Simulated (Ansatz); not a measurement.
Start from `O=[CH][GeH3]` and change one atom or group to get `[CH3][GeH2][CH]=O`.

Ansatz, PBE0-D4/def2-TZVP geometries, multiplicity 1. Each molecule was computed in one conformer, which needn't be the lowest.

Scalar relativity is left out up to krypton.

| property | `O=[CH][GeH3]` |
| --- | --- |
| HOMO energy (ωB97M-V/def2-TZVPP) / eV | -9.34 |
| HOMO energy (B3LYP/def2-TZVPP) / eV | -6.89 |
| HOMO–LUMO gap (ωB97M-V/def2-TZVPP) / eV | 10.16 |
| LUMO energy (ωB97M-V/def2-TZVPP) / eV | 0.82 |
| LUMO energy (B3LYP/def2-TZVPP) / eV | -1.77 |
| HOMO–LUMO gap (B3LYP/def2-TZVPP) / eV | 5.12 |

What does the change do to each property? (An estimate is asked.)

The calculation gave: 
```csv
property,`[CH3][GeH2][CH]=O`,shift
HOMO energy (ωB97M-V/def2-TZVPP) / eV,-9.14,0.20
HOMO energy (B3LYP/def2-TZVPP) / eV,-6.69,0.20
HOMO–LUMO gap (ωB97M-V/def2-TZVPP) / eV,10.12,-0.04
LUMO energy (ωB97M-V/def2-TZVPP) / eV,0.98,0.16
LUMO energy (B3LYP/def2-TZVPP) / eV,-1.61,0.16
HOMO–LUMO gap (B3LYP/def2-TZVPP) / eV,5.08,-0.04
```

B3LYP here is the variant with VWN-RPA as its local correlation; programs differ in this.
